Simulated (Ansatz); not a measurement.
CH9GeN3, SMILES `[CH3][Ge]([NH2])([NH2])[NH2]` at its PBE0-D4/def2-TZVP geometry, where that method's forces vanish. The species carries charge 0 and has multiplicity 1.

```xyz
14

C     0.6405    1.3780    0.9508
Ge   -0.0209   -0.1319   -0.0838
N    -1.1288   -1.0952    1.0253
N    -0.6511    0.5456   -1.6742
N     1.1511   -1.4145   -0.6562
H     1.3742    1.9366    0.3688
H    -0.1754    2.0538    1.2171
H     1.1083    1.0240    1.8701
H    -1.8281   -0.5590    1.5187
H    -1.5716   -1.8911    0.5877
H    -1.2769    1.3343   -1.5968
H    -1.0623   -0.1425   -2.2895
H     1.5971   -1.9434    0.0788
H     1.8439   -1.0947   -1.3169
```

Problem. What forces (eV/Å) does PBE-D4/def2-TZVPP give on these atoms in Ansatz 0.2.0? (An estimate is asked.)

Solution. Computed: 
```
C1   0.010  0.056  0.037
Ge2  0.008  0.167  0.103
N3   0.175 -0.171  0.281
N4   0.265  0.134 -0.225
N5  -0.147 -0.251 -0.178
H6   0.136  0.102 -0.108
H7  -0.152  0.132  0.054
H8   0.087 -0.066  0.169
H9  -0.243  0.182  0.156
H10 -0.164 -0.260 -0.151
H11 -0.222  0.260  0.030
H12 -0.155 -0.228 -0.202
H13  0.160 -0.168  0.247
H14  0.242  0.110 -0.211
```
